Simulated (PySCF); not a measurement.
CH5FO2Si2, SMILES O=C(O)[Si@@H](F)[SiH3].

The structure is a stationary point at ωB97X-D3(BJ)/def2-SVP. The structure was generated by enumeration; whether it is a known compound was not checked. Other conformers were not sampled.

Two levels are set side by side: TDA-PBE/def2-SVPD (PySCF) and TDA-M06-2X/def2-SVPD (PySCF). Vertical, same geometry. The lowest singlet is HOMO→LUMO 98 % with PBE and HOMO→LUMO 54 %, HOMO−1→LUMO 20 %, HOMO→LUMO+1 8 % with the other functional; states are paired by order. Differences are taken from unrounded values.

```json
[
 {"quantity": "lowest singlet excitation (eV)", "TDA-M06-2X": "4.94"},
 {"quantity": "lowest triplet excitation (TDA) (eV)", "TDA-M06-2X": "4.36"},
 {"quantity": "first bright state (f over 0.05) (eV)", "TDA-M06-2X": "7.33"},
 {"quantity": "its oscillator strength", "TDA-M06-2X": "0.08"}
]
```

Question: What does TDA-PBE give, and how far is it from TDA-M06-2X? (The exact figures need the calculation; the answer reports its results.)

Answer: 
```tsv
quantity	TDA-PBE	TDA-PBE minus TDA-M06-2X
lowest singlet excitation (eV)	4.82	-0.13
lowest triplet excitation (TDA) (eV)	4.14	-0.22
first bright state (f over 0.05) (eV)	6.30	-1.02
its oscillator strength	0.13	0.04
```

Rough cost on one machine, each run with all the roots and properties that it gave: TDA-M06-2X against TDA-PBE about 10 times.
